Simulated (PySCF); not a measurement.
ethylene carbonate (C3H4O3), SMILES C1(=O)OCCO1. Atoms are numbered in the order given.

```xyz
10

O      0.0000     0.0000     2.0398
C      0.0000     0.0000     0.8521
O      0.1039    -1.1064     0.0699
C     -0.1139    -0.7585    -1.2945
C      0.1139     0.7585    -1.2945
O     -0.1039     1.1064     0.0699
H      0.5924    -1.3113    -1.9286
H     -1.1445    -1.0295    -1.5789
H     -0.5924     1.3113    -1.9286
H      1.1445     1.0295    -1.5789
```
Charge 0, spin multiplicity 1.

The structure is a stationary point at B3LYP-D3(BJ)/def2-SVP. Other conformers were not sampled.

Level of theory: PBE/pcSseg-1 (PySCF).

GIAO shieldings, no solvent; atoms alike by connectivity are averaged. δ = σ(ref) − σ: ¹⁷O against H2O (σ = 334.3 ppm); ¹³C against TMS (σ = 182.0 ppm); ¹H against TMS (σ = 31.49 ppm), references at their B3LYP-D3(BJ)/def2-TZVP geometries, non-relativistic.

```csv
nucleus,atoms,count,δ (ppm)
¹⁷O,O1,1,296.4
¹⁷O,"O3, O6",2,163.0
¹³C,C2,1,158.3
¹³C,"C4, C5",2,69.9
¹H,"H7, H8, H9, H10",4,4.54
```
